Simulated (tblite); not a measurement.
All values are computed: GFN2-xTB (tblite) harmonic vibrations without scaling, gas phase. Errors from tens to a few hundred cm⁻¹ against measured bands are possible. Modes of hydrogen on silicon and sulfur can be 10 to 20 % off. One conformer each. Open shells enter through the occupations alone, without spin polarisation, and single modes of such species can be off by tens of per cent. Thermal functions are those of the rigid rotor and harmonic oscillator, without mixing of conformers.

Question: Order these by their zero-point energy, highest first (kcal/mol).
A. `C[CH]N[SiH2]C` [radical]
B. `N(/[H])=C\C=[N]` [radical]
C. `C=[C][C@@H](CC)CS` [radical]
D. `C=CC=[C]C=C(F)F` [radical]
E. `c1c([c]c(Cl)nc1)OC` [radical]

Answer: C (92.3), A (75.2), E (59.8), D (54.2), B (29.2).

```csv
SMILES,atoms,mass (u),symmetry number,modes under 300 cm⁻¹,ZPE (kcal/mol),S translation (cal/(mol K)),S rotation,S vibration,S spin,S,Cp
C=[C][C@@H](CC)CS,18,115.06,1,8,92.3,42.7,30.2,47.0,1.4,121.4,52.5
C[CH]N[SiH2]C,15,88.06,1,7,75.2,41.9,28.2,39.3,1.4,110.7,44.9
COc1[c]c(Cl)ncc1,14,142.01,1,6,59.8,43.4,31.1,35.2,1.4,111.0,45.7
C=CC=[C]C=C(F)F,13,115.04,1,5,54.2,42.7,30.4,39.8,1.4,114.3,43.8
[H]/N=C/C=[N],7,55.03,1,1,29.2,40.5,24.6,11.7,1.4,78.2,21.6
```

Entropies and Cp are for 500 K and 1 bar.
